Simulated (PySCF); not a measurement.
## From computed data to an observable: oscillator strength and radiative lifetime

C₆H₈N₂, SMILES Nc1ccc(N)cc1.

The structure is a stationary point at PBE0-D3(BJ)/def2-SVP. One conformer was computed; it need not be the lowest.

TDA-PBE/def2-SVPD (PySCF) puts the first singlet state with f over 0.02 at 3.92 eV (vertical), with the transition dipole (0.000, 0.000, -0.682) in atomic units.

Problem. Find the oscillator strength, the wavelength and the radiative lifetime that this transition would have in vacuum if emission retraced absorption.

Solution. 
|μ|² = 0.4651 au, so |μ| = 1.73 D. ΔE = 3.92/27.211 = 0.1441 hartree. f = (2/3) ΔE |μ|² = 0.045 (the program prints 0.045).
λ = 1239.84/3.92 = 316 nm; ν = 31617 cm⁻¹.
Einstein's coefficient A = 0.6670 ν² f s⁻¹ (ν in cm⁻¹) = 3.0e7 s⁻¹, so τ = 1/A = 34 ns. This state is S1. The figure is the radiative limit of this one transition; relaxation, internal conversion, crossing to triplets and a medium change what is measured.
